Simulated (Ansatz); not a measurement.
Basis-set extrapolation for `C[O][Al]([F])[Cl]` (PBE0-D4/def2-TZVP geometry, frozen core, the Gaussian-basis code of Ansatz). Multiplicity 1, RHF reference.

|  | def2-TZVPP | def2-QZVPP |
| --- | --- | --- |
| HF | -915.655288 | -915.686217 |
| MP2 correlation | -0.917136 | -0.998163 |
| CCSD(T) correlation | -0.980846 | not run |

Energies in hartree. Use E(X) = E(∞) + A·exp(−7.88·√X) for Hartree–Fock and E(X) = E(∞) + B·X^(−2.97) for correlation, with X = 3 and 4, and add CCSD(T) minus MP2 of the smaller set to the MP2 limit.

Q: What is the CCSD(T) energy at the basis-set limit?

A: HF limit: -915.686217 + (-0.030929) × 0.13774 = -915.69048. MP2 limit: -0.998163 + (-0.081027) × 0.74074 = -1.05818. Higher-order term: -0.980846 − (-0.917136) = -0.06371. Total: -916.81237 hartree, 462.7 kJ/mol below CCSD(T)/def2-TZVPP.
